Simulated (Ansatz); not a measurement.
# Nudged elastic band run: CH$_{7}$GeNS

Input:

```yaml
crystal:
  periodic: [false, false, false]
  atoms:
    - { symbol: "N", position_ang: [-0.957038, 0.965312, -0.381556] }
    - { symbol: C, position_ang: [0.472577, 1.168847, -0.460043] }
    - { symbol: S, position_ang: [1.353556, 0.233621, 0.860761] }
    - { symbol: Ge, position_ang: [0.233493, -1.709534, 0.653616] }
    - { symbol: H, position_ang: [-1.433829, 1.345099, -1.200009] }
    - { symbol: H, position_ang: [-1.347612, 1.408746, 0.450242] }
    - { symbol: H, position_ang: [0.823162, 2.212635, -0.333437] }
    - { symbol: H, position_ang: [0.827184, 0.820161, -1.443148] }
    - { symbol: H, position_ang: [0.109371, -2.079342, -0.837793] }
    - { symbol: H, position_ang: [1.133388, -2.733016, 1.380603] }
    - { symbol: H, position_ang: [-1.148851, -1.689531, 1.331363] }
basis:
  gaussian: { orbitals: def2-SVP }
hamiltonian:
  xc: b3lyp
  dispersion: d4
neb:
  order_check: false
  images: 7
  f_tol: 0.05
  max_iterations: 60
  final_atoms:
    - { symbol: "N", position_ang: [-1.12761728, 0.94508061, 0.09008538] }
    - { symbol: C, position_ang: [0.06414247, 0.29301816, -0.38255432] }
    - { symbol: S, position_ang: [1.70040425, 1.07885465, 0.06249757] }
    - { symbol: Ge, position_ang: [0.06277692, -1.58520238, 0.28243397] }
    - { symbol: H, position_ang: [-1.25959968, 1.86021574, -0.34248452] }
    - { symbol: H, position_ang: [-1.09079644, 1.09268768, 1.09921847] }
    - { symbol: H, position_ang: [1.55139609, 2.19445574, -0.69505734] }
    - { symbol: H, position_ang: [0.02719748, 0.23180458, -1.48083703] }
    - { symbol: H, position_ang: [1.37969164, -2.30240105, -0.07308353] }
    - { symbol: H, position_ang: [-0.11164204, -1.54445426, 1.81559176] }
    - { symbol: H, position_ang: [-1.1305524, -2.32106147, -0.35521142] }
  initial_path:
    images:
      - { positions_ang: [[-0.957038, 0.965312, -0.381556], [0.472577, 1.168847, -0.460043], [1.353556, 0.233621, 0.860761], [0.233493, -1.709534, 0.653616], [-1.433829, 1.345099, -1.200009], [-1.347612, 1.408746, 0.450242], [0.823162, 2.212635, -0.333437], [0.827184, 0.820161, -1.443148], [0.109371, -2.079342, -0.837793], [1.133388, -2.733016, 1.380603], [-1.148851, -1.689531, 1.331363]] }
      - { positions_ang: [[-1.00136384, 0.99532253, -0.34727931], [0.40742171, 1.13378921, -0.50760893], [1.30977945, 0.26695008, 0.82394289], [0.29035534, -1.7030321, 0.6290549], [-1.50539729, 1.37987318, -1.17341064], [-1.32600274, 1.52310684, 0.4611808], [0.96357452, 2.13625187, -0.2176755], [0.7085741, 0.71380424, -1.47034784], [0.25027303, -2.11876058, -0.83166285], [1.11741183, -2.70048787, 1.44627398], [-1.14922511, -1.6838194, 1.2081315]] }
      - { positions_ang: [[-1.04568968, 1.02533306, -0.31300262], [0.34226642, 1.09873143, -0.55517487], [1.26600291, 0.30027915, 0.78712479], [0.34721769, -1.6965302, 0.60449379], [-1.57696558, 1.41464736, -1.14681228], [-1.30439347, 1.63746767, 0.47211959], [1.10398703, 2.05986874, -0.101914], [0.5899642, 0.60744749, -1.49754767], [0.39117506, -2.15817916, -0.82553271], [1.10143566, -2.66795974, 1.51194497], [-1.14959923, -1.6781078, 1.08490001]] }
      - { positions_ang: [[-1.09001552, 1.05534359, -0.27872593], [0.27711114, 1.06367364, -0.6027408], [1.22222636, 0.33360823, 0.75030668], [0.40408003, -1.6900283, 0.57993269], [-1.64853387, 1.44942154, -1.12021392], [-1.28278421, 1.75182851, 0.48305839], [1.24439955, 1.98348561, 0.0138475], [0.4713543, 0.50109073, -1.52474751], [0.53207708, -2.19759774, -0.81940256], [1.08545949, -2.63543161, 1.57761595], [-1.14997334, -1.67239619, 0.96166851]] }
      - { positions_ang: [[-1.13434137, 1.08535412, -0.24444924], [0.21195585, 1.02861586, -0.65030673], [1.17844981, 0.36693731, 0.71348858], [0.46094237, -1.6835264, 0.55537158], [-1.72010216, 1.48419572, -1.09361555], [-1.26117494, 1.86618934, 0.49399719], [1.38481207, 1.90710248, 0.129609], [0.3527444, 0.39473398, -1.55194735], [0.67297911, -2.23701632, -0.81327241], [1.06948332, -2.60290348, 1.64328693], [-1.15034745, -1.66668459, 0.83843701]] }
      - { positions_ang: [[-1.13266034, 1.05028574, -0.16081559], [0.1750025, 0.84471643, -0.58336863], [1.30893842, 0.54491664, 0.55074083], [0.36140101, -1.6589454, 0.48713718], [-1.60497654, 1.57820072, -0.9058328], [-1.21858032, 1.67281393, 0.64530251], [1.42645808, 1.9789408, -0.07655759], [0.27135767, 0.35400163, -1.53416977], [0.84965724, -2.25336251, -0.62822519], [0.77420198, -2.33829118, 1.68636314], [-1.14539869, -1.83027881, 0.54002491]] }
      - { positions_ang: [[-1.13097932, 1.01521736, -0.07718193], [0.13804916, 0.66081701, -0.51643053], [1.43942703, 0.72289598, 0.38799307], [0.26185964, -1.63436439, 0.41890278], [-1.48985092, 1.67220573, -0.71805004], [-1.17598569, 1.47943851, 0.79660783], [1.46810408, 2.05077911, -0.28272417], [0.18997094, 0.31326928, -1.51639219], [1.02633538, -2.26970869, -0.44317797], [0.47892064, -2.07367887, 1.72943935], [-1.14044993, -1.99387303, 0.2416128]] }
      - { positions_ang: [[-1.1292983, 0.98014899, 0.00645172], [0.10109581, 0.47691759, -0.44949242], [1.56991564, 0.90087531, 0.22524532], [0.16231828, -1.60978339, 0.35066837], [-1.3747253, 1.76621074, -0.53026728], [-1.13339106, 1.28606309, 0.94791315], [1.50975009, 2.12261743, -0.48889076], [0.10858421, 0.27253693, -1.49861461], [1.20301351, -2.28605487, -0.25813075], [0.1836393, -1.80906656, 1.77251556], [-1.13550117, -2.15746725, -0.05679931]] }
      - { positions_ang: [[-1.12761728, 0.94508061, 0.09008538], [0.06414247, 0.29301816, -0.38255432], [1.70040425, 1.07885465, 0.06249757], [0.06277692, -1.58520238, 0.28243397], [-1.25959968, 1.86021574, -0.34248452], [-1.09079644, 1.09268768, 1.09921847], [1.55139609, 2.19445574, -0.69505734], [0.02719748, 0.23180458, -1.48083703], [1.37969164, -2.30240105, -0.07308353], [-0.11164204, -1.54445426, 1.81559176], [-1.1305524, -2.32106147, -0.35521142]] }
```

Launched with:

```bash
$ ansatz run input.yaml --threads 2 --pin off --max-ram 3072MiB --backend cpu --events-out ev --progress --plain --runs-dir out
```

Output, in part (warnings, iteration lines, the closing report on the highest movable image, with atoms numbered from 0):

```
NEB end point (image 0): max|allowed force component| = 1.960e-2 eV/Å (the criterion of neb.relax_end_points is 1.000e-2)
NEB end point (image 8): max|allowed force component| = 1.489e-2 eV/Å (the criterion of neb.relax_end_points is 1.000e-2)
NEB iter   1: max|band force component| = 5.220e0 eV/Å  barrier→ = 5.4663 eV  barrier← = 4.7793 eV  Δτ_max = 0.2000 Å  (248 SCF iters)
NEB iter   2: max|band force component| = 3.897e0 eV/Å  barrier→ = 3.2989 eV  barrier← = 2.6119 eV  Δτ_max = 0.2000 Å  (207 SCF iters)
NEB iter   3: max|band force component| = 3.395e0 eV/Å  barrier→ = 2.2958 eV  barrier← = 1.6088 eV  Δτ_max = 0.2000 Å  (199 SCF iters)
NEB iter   4: max|band force component| = 4.304e0 eV/Å  barrier→ = 1.8392 eV  barrier← = 1.1522 eV  Δτ_max = 0.1006 Å  (197 SCF iters)
NEB iter   5: max|band force component| = 2.073e0 eV/Å  barrier→ = 1.6627 eV  barrier← = 0.9757 eV  Δτ_max = 0.1983 Å  (190 SCF iters)
NEB iter   6: max|band force component| = 1.505e0 eV/Å  barrier→ = 1.7820 eV  barrier← = 1.0950 eV  Δτ_max = 0.1959 Å  (192 SCF iters)
NEB iter   7: max|band force component| = 1.032e0 eV/Å  barrier→ = 1.9132 eV  barrier← = 1.2262 eV  Δτ_max = 0.2000 Å  (193 SCF iters)
NEB iter   8: max|band force component| = 6.248e-1 eV/Å  barrier→ = 2.0631 eV  barrier← = 1.3761 eV  Δτ_max = 0.1999 Å  (197 SCF iters)
NEB iter   9: max|band force component| = 3.112e0 eV/Å  barrier→ = 2.1406 eV  barrier← = 1.4536 eV  CI = image 6  Δτ_max = 0.2000 Å  (194 SCF iters)
NEB iter  10: max|band force component| = 3.522e0 eV/Å  barrier→ = 2.4687 eV  barrier← = 1.7816 eV  CI = image 6  Δτ_max = 0.1977 Å  (184 SCF iters)
NEB iter  11: max|band force component| = 3.450e0 eV/Å  barrier→ = 3.1277 eV  barrier← = 2.4407 eV  CI = image 6  Δτ_max = 0.1987 Å  (189 SCF iters)
NEB iter  12: max|band force component| = 3.581e0 eV/Å  barrier→ = 3.7610 eV  barrier← = 3.0739 eV  CI = image 6  Δτ_max = 0.1997 Å  (191 SCF iters)
NEB iter  13: max|band force component| = 2.614e0 eV/Å  barrier→ = 4.2897 eV  barrier← = 3.6027 eV  CI = image 6  Δτ_max = 0.2000 Å  (190 SCF iters)
NEB iter  14: max|band force component| = 2.181e0 eV/Å  barrier→ = 4.3944 eV  barrier← = 3.7074 eV  CI = image 6  Δτ_max = 0.2000 Å  (192 SCF iters)
NEB iter  15: max|band force component| = 2.097e0 eV/Å  barrier→ = 4.3598 eV  barrier← = 3.6728 eV  CI = image 6  Δτ_max = 0.2000 Å  (191 SCF iters)
NEB iter  16: max|band force component| = 5.541e0 eV/Å  barrier→ = 4.8904 eV  barrier← = 4.2034 eV  CI = image 6  Δτ_max = 0.0997 Å  (197 SCF iters)
NEB iter  17: max|band force component| = 4.236e0 eV/Å  barrier→ = 4.8043 eV  barrier← = 4.1173 eV  CI = image 6  Δτ_max = 0.1954 Å  (192 SCF iters)
NEB iter  18: max|band force component| = 1.178e0 eV/Å  barrier→ = 4.3263 eV  barrier← = 3.6393 eV  CI = image 6  Δτ_max = 0.1387 Å  (190 SCF iters)
NEB iter  19: max|band force component| = 1.039e0 eV/Å  barrier→ = 4.0551 eV  barrier← = 3.3681 eV  CI = image 6  Δτ_max = 0.2000 Å  (188 SCF iters)
NEB iter  20: max|band force component| = 6.442e-1 eV/Å  barrier→ = 3.9068 eV  barrier← = 3.2197 eV  CI = image 6  Δτ_max = 0.1424 Å  (195 SCF iters)
NEB iter  21: max|band force component| = 6.928e-1 eV/Å  barrier→ = 3.8368 eV  barrier← = 3.1498 eV  CI = image 6  Δτ_max = 0.0715 Å  (191 SCF iters)
NEB iter  22: max|band force component| = 4.450e-1 eV/Å  barrier→ = 3.7945 eV  barrier← = 3.1075 eV  CI = image 6  Δτ_max = 0.0715 Å  (176 SCF iters)
NEB iter  23: max|band force component| = 3.586e-1 eV/Å  barrier→ = 3.7701 eV  barrier← = 3.0831 eV  CI = image 6  Δτ_max = 0.0715 Å  (177 SCF iters)
NEB iter  24: max|band force component| = 2.876e-1 eV/Å  barrier→ = 3.7516 eV  barrier← = 3.0646 eV  CI = image 6  Δτ_max = 0.0715 Å  (178 SCF iters)
NEB iter  25: max|band force component| = 2.229e-1 eV/Å  barrier→ = 3.7352 eV  barrier← = 3.0481 eV  CI = image 6  Δτ_max = 0.0716 Å  (171 SCF iters)
NEB iter  26: max|band force component| = 1.886e-1 eV/Å  barrier→ = 3.7205 eV  barrier← = 3.0335 eV  CI = image 6  Δτ_max = 0.0716 Å  (178 SCF iters)
NEB iter  27: max|band force component| = 2.010e-1 eV/Å  barrier→ = 3.7073 eV  barrier← = 3.0203 eV  CI = image 6  Δτ_max = 0.0714 Å  (172 SCF iters)
NEB iter  28: max|band force component| = 2.089e-1 eV/Å  barrier→ = 3.6952 eV  barrier← = 3.0082 eV  CI = image 6  Δτ_max = 0.0714 Å  (173 SCF iters)
NEB iter  29: max|band force component| = 2.085e-1 eV/Å  barrier→ = 3.6839 eV  barrier← = 2.9969 eV  CI = image 6  Δτ_max = 0.1420 Å  (167 SCF iters)
NEB iter  30: max|band force component| = 2.026e-1 eV/Å  barrier→ = 3.6638 eV  barrier← = 2.9768 eV  CI = image 6  Δτ_max = 0.1419 Å  (185 SCF iters)
NEB iter  31: max|band force component| = 2.328e-1 eV/Å  barrier→ = 3.6467 eV  barrier← = 2.9597 eV  CI = image 6  Δτ_max = 0.0714 Å  (182 SCF iters)
NEB iter  32: max|band force component| = 2.648e-1 eV/Å  barrier→ = 3.6391 eV  barrier← = 2.9521 eV  CI = image 6  Δτ_max = 0.0715 Å  (182 SCF iters)
NEB iter  33: max|band force component| = 2.812e-1 eV/Å  barrier→ = 3.6304 eV  barrier← = 2.9434 eV  CI = image 6  Δτ_max = 0.0715 Å  (179 SCF iters)
NEB iter  34: max|band force component| = 2.844e-1 eV/Å  barrier→ = 3.6215 eV  barrier← = 2.9345 eV  CI = image 6  Δτ_max = 0.1423 Å  (180 SCF iters)
NEB iter  35: max|band force component| = 2.869e-1 eV/Å  barrier→ = 3.6052 eV  barrier← = 2.9182 eV  CI = image 6  Δτ_max = 0.1978 Å  (191 SCF iters)
NEB iter  36: max|band force component| = 2.994e-1 eV/Å  barrier→ = 3.5909 eV  barrier← = 2.9038 eV  CI = image 6  Δτ_max = 0.1977 Å  (194 SCF iters)
NEB iter  37: max|band force component| = 3.732e-1 eV/Å  barrier→ = 3.5850 eV  barrier← = 2.8980 eV  CI = image 6  Δτ_max = 0.1003 Å  (192 SCF iters)
NEB iter  38: max|band force component| = 2.872e-1 eV/Å  barrier→ = 3.5748 eV  barrier← = 2.8878 eV  CI = image 6  Δτ_max = 0.1001 Å  (188 SCF iters)
NEB iter  39: max|band force component| = 2.311e-1 eV/Å  barrier→ = 3.5677 eV  barrier← = 2.8807 eV  CI = image 6  Δτ_max = 0.1002 Å  (187 SCF iters)
NEB iter  40: max|band force component| = 2.258e-1 eV/Å  barrier→ = 3.5634 eV  barrier← = 2.8764 eV  CI = image 6  Δτ_max = 0.1006 Å  (186 SCF iters)
NEB iter  41: max|band force component| = 2.443e-1 eV/Å  barrier→ = 3.5618 eV  barrier← = 2.8747 eV  CI = image 6  Δτ_max = 0.1000 Å  (185 SCF iters)
NEB iter  42: max|band force component| = 3.688e-1 eV/Å  barrier→ = 3.5607 eV  barrier← = 2.8737 eV  CI = image 6  Δτ_max = 0.1998 Å  (180 SCF iters)
NEB iter  43: max|band force component| = 4.509e-1 eV/Å  barrier→ = 3.5600 eV  barrier← = 2.8730 eV  CI = image 6  Δτ_max = 0.1988 Å  (182 SCF iters)
NEB iter  44: max|band force component| = 6.391e-1 eV/Å  barrier→ = 3.5594 eV  barrier← = 2.8724 eV  CI = image 6  Δτ_max = 0.1992 Å  (186 SCF iters)
NEB iter  45: max|band force component| = 7.677e-1 eV/Å  barrier→ = 3.5593 eV  barrier← = 2.8723 eV  CI = image 6  Δτ_max = 0.1978 Å  (182 SCF iters)
NEB iter  46: max|band force component| = 9.864e-1 eV/Å  barrier→ = 3.5592 eV  barrier← = 2.8722 eV  CI = image 6  Δτ_max = 0.1003 Å  (182 SCF iters)
NEB iter  47: max|band force component| = 1.054e0 eV/Å  barrier→ = 3.5591 eV  barrier← = 2.8721 eV  CI = image 6  Δτ_max = 0.0502 Å  (177 SCF iters)
NEB iter  48: max|band force component| = 8.214e-1 eV/Å  barrier→ = 3.5591 eV  barrier← = 2.8721 eV  CI = image 6  Δτ_max = 0.0503 Å  (175 SCF iters)
NEB iter  49: max|band force component| = 3.424e-1 eV/Å  barrier→ = 3.5590 eV  barrier← = 2.8720 eV  CI = image 6  Δτ_max = 0.0977 Å  (173 SCF iters)
NEB iter  50: max|band force component| = 2.717e-1 eV/Å  barrier→ = 3.5590 eV  barrier← = 2.8720 eV  CI = image 6  Δτ_max = 0.1983 Å  (174 SCF iters)
NEB iter  51: max|band force component| = 2.048e-1 eV/Å  barrier→ = 3.5590 eV  barrier← = 2.8720 eV  CI = image 6  Δτ_max = 0.2000 Å  (173 SCF iters)
NEB iter  52: max|band force component| = 3.543e-1 eV/Å  barrier→ = 3.5590 eV  barrier← = 2.8720 eV  CI = image 6  Δτ_max = 0.1003 Å  (173 SCF iters)
NEB iter  53: max|band force component| = 2.981e-1 eV/Å  barrier→ = 3.5590 eV  barrier← = 2.8720 eV  CI = image 6  Δτ_max = 0.0997 Å  (176 SCF iters)
NEB iter  54: max|band force component| = 2.201e-1 eV/Å  barrier→ = 3.5590 eV  barrier← = 2.8720 eV  CI = image 6  Δτ_max = 0.0650 Å  (176 SCF iters)
NEB iter  55: max|band force component| = 1.457e-1 eV/Å  barrier→ = 3.5590 eV  barrier← = 2.8720 eV  CI = image 6  Δτ_max = 0.0695 Å  (169 SCF iters)
NEB iter  56: max|band force component| = 8.632e-2 eV/Å  barrier→ = 3.5590 eV  barrier← = 2.8720 eV  CI = image 6  Δτ_max = 0.0401 Å  (161 SCF iters)
NEB iter  57: max|band force component| = 4.753e-2 eV/Å  barrier→ = 3.5590 eV  barrier← = 2.8720 eV  CI = image 6  Δτ_max = 0.0000 Å  (350 SCF iters)
Total energy: -69981.07598347 eV, -2571.7571075156 hartree
Atom 0 at    -1.139722     1.134268    -0.121489 Å, force    -0.000037     0.000173    -0.000150 eV/Å
Atom 1 at     0.048161     0.547002    -0.579359 Å, force     0.000350    -0.000308     0.000146 eV/Å
Atom 2 at     2.012124     0.691996     0.464892 Å, force     0.000017    -0.000066    -0.000023 eV/Å
Atom 3 at     0.343355    -1.303185     0.365082 Å, force     0.000029     0.000376    -0.000204 eV/Å
Atom 4 at    -1.090326     2.125993     0.092356 Å, force    -0.000077     0.000080    -0.000033 eV/Å
Atom 5 at    -1.658061     0.631848     0.594836 Å, force     0.000069    -0.000165     0.000028 eV/Å
Atom 6 at     0.874274     1.334385    -0.719570 Å, force    -0.000148     0.000004     0.000099 eV/Å
Atom 7 at     0.078309     0.138883    -1.606148 Å, force    -0.000091     0.000046    -0.000014 eV/Å
Atom 8 at     1.301797    -2.223645    -0.400522 Å, force    -0.000038    -0.000021     0.000003 eV/Å
Atom 9 at     0.418560    -1.351069     1.898602 Å, force     0.000012    -0.000044     0.000110 eV/Å
Atom 10 at    -1.123070    -1.783478     0.031918 Å, force    -0.000085    -0.000075     0.000037 eV/Å
Dipole moment:    -0.446128     0.106892    -0.070019 e Å
```

The run converged. The profile has 2 maxima (images 2, 6) with wells between them (image 4): this band takes more than one step, which may be the mechanism or a detour left from its start path. A structure lower than the first end lies on the path between it and the top, so the climb from that side starts below the end, which may itself be a saddle point or a shallow side well. Neighbouring images differ by up to 3.0 eV, so the band resolves the path poorly. A vibrational analysis at the climbing image gives one clearly imaginary mode, 749i cm⁻¹: a first-order saddle point. The orbitals stay closed-shell, which can raise the energy where a bond breaks towards radicals; this wasn't checked here.

Final band (atoms are numbered from 1 in the order of the input):

```tsv
image	path coordinate (Å)	energy (eV)	C2–H7 (Å)	S3–Ge4 (Å)	C2–Ge4 (Å)
0	0.00	0.00	1.11	2.25	3.10
1	1.15	0.06	1.11	2.25	3.15
2	2.31	0.16	1.11	2.25	3.17
3	3.46	0.13	1.10	2.25	3.14
4	4.62	-0.02	1.10	2.24	3.17
5	5.77	0.59	1.08	2.23	2.77
6	6.92	3.56	1.15	2.60	2.10
7	8.15	0.97	2.22	2.97	1.96
8	9.37	0.69	2.43	3.13	1.99
```

The run took 25 min on 2 threads of Intel(R) Xeon(R) Platinum 8259CL CPU @ 2.50GHz (Skylake/Cascade Lake), on a shared host, peak memory 0.3 GiB.
